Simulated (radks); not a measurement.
The numbers below are computed, except where a source is named.
C III, 4 electrons, occupied as [He] 2s2 (the NIST ground configuration). Code: a radial shooting solver on a logarithmic mesh with Libxc functionals. Model: non-relativistic Kohn-Sham, exchange-only PBE, spin-polarised, spherical densities, point nucleus.

Unscreened Slater integrals over Kohn-Sham orbitals (hartree). They are taken over the spin-up orbitals.

\begin{tabular}{lr}
integral & value \\ \hline
F0(2s,2s) & 0.66200 \\
F0(2s,1s) & 0.93034 \\
G0(2s,1s) & 0.075396 \\
F0(1s,1s) & 3.4886 \\
\end{tabular}
